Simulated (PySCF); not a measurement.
CH3Cl3Sn, charge +1, doublet, geometry from GFN2-xTB (such geometries of metal compounds can be far from the true shape) (a state made from the parent by changing its charge; the spin is typed, not shown lowest) (all electrons, no relativity); REVPBE/STO-3G in PySCF.

Here is a job for PySCF.
```python
from pyscf import gto, scf, dft

mol = gto.M(
    atom='''
C    -2.428949   -0.349516    0.105120
Sn   -0.112564   -0.016198    0.004872
Cl    0.696933   -1.410273   -1.669274
Cl    0.224163    2.228412   -0.494969
Cl    0.740126   -0.579096    2.092349
H    -2.522982   -1.394042    0.382094
H    -2.753346    0.352361    0.865862
H    -2.762509   -0.115074   -0.900050
''',
    basis='sto-3g',
    charge=1,
    spin=1,
    verbose=4,
)

mf = dft.UKS(mol)
mf.xc = 'revpbe'
mf.grids.atom_grid = (99, 590)
mf.grids.prune = None
mf.kernel()
```

Output, abridged:

```
PySCF version 2.14.0

[INPUT] verbose = 4
[INPUT] num. atoms = 8
[INPUT] num. electrons = 109
[INPUT] charge = 1
[INPUT] spin (= nelec alpha-beta = 2S) = 1
[INPUT] symmetry False subgroup None
[INPUT] Mole.unit = angstrom
[INPUT] Symbol           X                Y                Z      unit          X                Y                Z       unit  Magmom
[INPUT]  1 C     -2.428949000000  -0.349516000000   0.105120000000 AA   -4.590048380536  -0.660489516153   0.198648010214 Bohr   0.0
[INPUT]  2 Sn    -0.112564000000  -0.016198000000   0.004872000000 AA   -0.212715131486  -0.030609783766   0.009206745679 Bohr   0.0
[INPUT]  3 Cl     0.696933000000  -1.410273000000  -1.669274000000 AA    1.317012497172  -2.665029730869  -3.154470686857 Bohr   0.0
[INPUT]  4 Cl     0.224163000000   2.228412000000  -0.494969000000 AA    0.423606677261   4.211088372694  -0.935355850150 Bohr   0.0
[INPUT]  5 Cl     0.740126000000  -0.579096000000   2.092349000000 AA    1.398635437670  -1.094332839831   3.953966567008 Bohr   0.0
[INPUT]  6 H     -2.522982000000  -1.394042000000   0.382094000000 AA   -4.767744997207  -2.634357586141   0.722053013840 Bohr   0.0
[INPUT]  7 H     -2.753346000000   0.352361000000   0.865862000000 AA   -5.203069866167   0.665865786978   1.636242041668 Bohr   0.0
[INPUT]  8 H     -2.762509000000  -0.115074000000  -0.900050000000 AA   -5.220385426646  -0.217458344058  -1.700847998415 Bohr   0.0

nuclear repulsion = 868.708947560525
number of shells = 32
number of NR pGTOs = 186
number of NR cGTOs = 62
basis = sto-3g
ecp = {}

******** <class 'pyscf.dft.uks.UKS'> ********
method = UKS
initial guess = minao
damping factor = 0
level_shift factor = 0
DIIS = <class 'pyscf.scf.diis.CDIIS'>
diis_start_cycle = 1
diis_space = 8
diis_damp = 0
SCF conv_tol = 1e-09
SCF conv_tol_grad = None
SCF max_cycles = 50
direct_scf = True
direct_scf_tol = 1e-13
number electrons alpha = 55  beta = 54
XC library pyscf.dft.libxc version 7.1.2
    S. Lehtola, C. Steigemann, M. J. T. Oliveira, and M. A. L. Marques,  SoftwareX 7, 1–5 (2018)
XC functionals = revpbe
    Y. Zhang and W. Yang,  Phys. Rev. Lett. 80, 890 (1998)
    J. P. Perdew, K. Burke, and M. Ernzerhof,  Phys. Rev. Lett. 77, 3865 (1996)
    J. P. Perdew, K. Burke, and M. Ernzerhof,  Phys. Rev. Lett. 78, 1396 (1997)
radial grids:
    Treutler-Ahlrichs [JCP 102, 346 (1995); DOI:10.1063/1.469408] (M4) radial grids

becke partition: Becke, JCP 88, 2547 (1988); DOI:10.1063/1.454033
pruning grids: None
grids dens level: 3
symmetrized grids: False
atomic radii adjust function: <function treutler_atomic_radii_adjust>
User specified grid scheme (99, 590)
small_rho_cutoff = 0
Set gradient conv threshold to 3.16228e-05
tot grids = 467280
init E= -7352.9051732476

cycle= 1 E= -7369.55973323919  delta_E= -16.7  |g|= 0.209  |ddm|= 2.54
cycle= 2 E= -7369.46337736345  delta_E= 0.0964  |g|= 0.353  |ddm|= 1.69
cycle= 3 E= -7369.60558381092  delta_E= -0.142  |g|= 0.0924  |ddm|= 1.64
cycle= 4 E= -7369.61166344744  delta_E= -0.00608  |g|= 0.0208  |ddm|= 0.174
cycle= 5 E= -7369.61186315721  delta_E= -0.0002  |g|= 0.0161  |ddm|= 0.0836
cycle= 6 E= -7369.6121657867  delta_E= -0.000303  |g|= 0.0061  |ddm|= 0.0645
cycle= 7 E= -7369.61186464617  delta_E= 0.000301  |g|= 0.0138  |ddm|= 0.0877
cycle= 8 E= -7369.61222513215  delta_E= -0.00036  |g|= 0.000845  |ddm|= 0.0706
cycle= 9 E= -7369.61220702137  delta_E= 1.81e-05  |g|= 0.00317  |ddm|= 0.0186
cycle= 10 E= -7369.61222635657  delta_E= -1.93e-05  |g|= 9.36e-05  |ddm|= 0.0164
cycle= 11 E= -7369.61222637076  delta_E= -1.42e-08  |g|= 1.3e-05  |ddm|= 0.000385
cycle= 12 E= -7369.61222637104  delta_E= -2.76e-10  |g|= 3.37e-06  |ddm|= 5.76e-05
Extra cycle  E= -7369.61222637094  delta_E= 1.02e-10  |g|= 9.29e-06  |ddm|= 3.92e-05
converged SCF energy = -7369.61222637094  <S^2> = 0.75288655  2S+1 = 2.0028845
```
